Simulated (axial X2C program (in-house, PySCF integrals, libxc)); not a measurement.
## Low determinants of InSi at the PBE0 level, with spin–orbit coupling

All values were computed with an axial X2C code built on PySCF integrals. Two-component (2c) means X2C with spin–orbit coupling and atomic mean-field two-electron Coulomb and Gaunt terms. Basis: In dyall-cv3z [11s12p9d4f1g], Si dyall-v3z [8s7p2d1f] (cores contracted in-house); Gaussian nuclei, density fitting, unrestricted open shells. Masses: In 114.904 u, Si 27.977 u.

Search at 2.580 Å (vertical energies from the lowest determinant):

```
ΔE (eV)    state  electrons beyond evenly filled partner blocks  electrons in ±ω = 1/2, 3/2, 5/2, 7/2
   0.00  Ω = 3/2                                        ω = 3/2                             42 17 4 0
   0.32  Ω = 1/2                          2 × ω = -1/2, ω = 3/2                             42 17 4 0
   0.77  Ω = 1/2                                        ω = 1/2                             43 16 4 0
   0.84  Ω = 5/2                           2 × ω = 1/2, ω = 3/2                             42 17 4 0
   0.90  Ω = 1/2                                        ω = 1/2                             41 18 4 0
   2.50  Ω = 5/2                          ω = -1/2, 2 × ω = 3/2                             41 18 4 0
   2.71  Ω = 7/2                           ω = 1/2, 2 × ω = 3/2                             41 18 4 0
```

Lowest determinant, Ω = 3/2 (⟨Sz⟩ = 1.50, ⟨Lz⟩ = 0.00 at PBE0): Re = 2.609 Å, ωe = 260.2 cm⁻¹.

The determinant in row 2 of the search, Ω = 1/2 (⟨Sz⟩ = 0.50, ⟨Lz⟩ = 0.00 at PBE0), was followed along the bond at PBE0; measured from the minimum of the lowest determinant it gives:

Te = 0.326 eV (2631 cm⁻¹), Re = 2.593 Å, ωe = 266.9 cm⁻¹.

(1) Compare the bond of the determinant in row 2 with that of the lowest one.

The search compares states at one distance, so a state with another bond length can lie lower; it is not exhaustive and yields mostly the lowest determinant of each block pattern, so other components and higher states of one pattern are missing. These are energies of single determinants, not of spin-adapted states; PBE0 term energies can be off by some tenths of an eV, and the functional has no current term. The lowest determinant need not be the ground state where others lie within half an eV.

Answers

(1) At PBE0 its Re is 0.016 Å shorter and its force constant, which goes as ωe², is 1.05 times that of the lowest determinant. This determinant mixes spin states, so it has no term energy of its own.
